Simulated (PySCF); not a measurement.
Choosing a molecule for a target property.

All species are isolated and taken at one optimised geometry, non-relativistic unless stated; the electronic structure was computed with PySCF and density fitting.

The conformers computed, where there is a choice (atom-mapped SMILES and torsion angles):
- `[CH3:1][SiH2:2][CH2:3][C:4]#[C:5][Si@@H:6]([OH:7])[S:8][CH3:9]`: C1–Si2–C3–C4 60°, C5–Si6–S8–C9 57°, H–O7–Si6–C5 86°
- `[CH3:1][CH:2]([CH3:3])[C@@H:4]([CH3:5])[CH2:6][C:7]([F:8])([F:9])[F:10]`: C1–C2–C4–C5 -63°, C2–C4–C6–C7 61°, C4–C6–C7–F8 43°
- `[cH:1]1[cH:2][o:3][c:4]([C@@H:5]2[CH2:6][CH2:7][SiH2:8]2)[cH:9]1`: O3–C4–C5–C6 55°
- `[CH:1]#[C:2]/[CH:3]=[CH:4]/[C:5](=[S:6])[CH2:7][CH:8]=[CH2:9]`: C3–C4–C5–S6 178°, C4–C5–C7–C8 73°, C5–C7–C8–C9 -127°
- `[F:1][c:2]1[cH:3][cH:4][cH:5][cH:6][c:7]1[C:8]([F:9])([F:10])[F:11]`: C6–C7–C8–F9 -120°
- `[CH:1]#[C:2][Si@H:3]([SiH2:4][CH3:5])[C:6]1([Cl:7])[CH2:8][CH2:9]1`: C2–Si3–Si4–C5 26°, C2–Si3–C6–Cl7 179°

The conformers of `F[C@@H]1[SiH2]C[SiH2]C[Si@@H]1P` aren't listed.

(1) Wanted: dipole moment below 1 D (PBE0/pcSseg-1) and smallest rotational constant above 0.5 GHz (GFN2-xTB), at GFN2-xTB geometries. Which candidate meets both?
A. `C1=COC([C@@H]2CC[SiH2]2)=C1`
B. `FC(F)(C[C@@H](C(C)C)C)F`
C. `C#C/C=C/C(=S)CC=C`
D. `S([Si@@H](C#CC[SiH2]C)O)C`

(2) Wanted: HOMO energy between -7.8 eV and -7.6 eV (PBE0/pcSseg-1) and HOMO–LUMO gap above 6.8 eV (PBE0/pcSseg-1), at GFN2-xTB geometries. Which candidate meets both?
A. `Fc1ccccc1C(F)(F)F`
B. `c1coc([C@@H]2CC[SiH2]2)c1`
C. `C[SiH2]CC#C[Si@H](SC)O`
D. `[C@H](C(C)C)(C)CC(F)(F)F`
E. `F[C@H]1[Si@@H](P)C[SiH2]C[SiH2]1`
F. `C#C[Si@H]([SiH2]C)C1(Cl)CC1`
G. `C(=C\C#C)/C(CC=C)=S`

Answers

(1) A. Computed values:
| species | dipole moment | smallest rotational constant |
| --- | --- | --- |
| C1=COC([C@@H]2CC[SiH2]2)=C1 | 0.54 D | 0.839 GHz |
| FC(F)(C[C@@H](C(C)C)C)F | 2.38 D | 0.746 GHz |
| S([Si@@H](C#CC[SiH2]C)O)C | 2.85 D | 0.414 GHz |
| C#C/C=C/C(=S)CC=C | 3.01 D | 0.606 GHz |

(2) F. Computed values:
| species | HOMO energy | HOMO–LUMO gap |
| --- | --- | --- |
| [C@H](C(C)C)(C)CC(F)(F)F | -9.03 eV | 10.27 eV |
| Fc1ccccc1C(F)(F)F | -7.84 eV | 6.60 eV |
| C#C[Si@H]([SiH2]C)C1(Cl)CC1 | -7.70 eV | 7.05 eV |
| F[C@H]1[Si@@H](P)C[SiH2]C[SiH2]1 | -7.41 eV | 7.58 eV |
| C[SiH2]CC#C[Si@H](SC)O | -6.72 eV | 6.31 eV |
| C(=C\C#C)/C(CC=C)=S | -6.49 eV | 3.41 eV |
| c1coc([C@@H]2CC[SiH2]2)c1 | -6.03 eV | 6.19 eV |
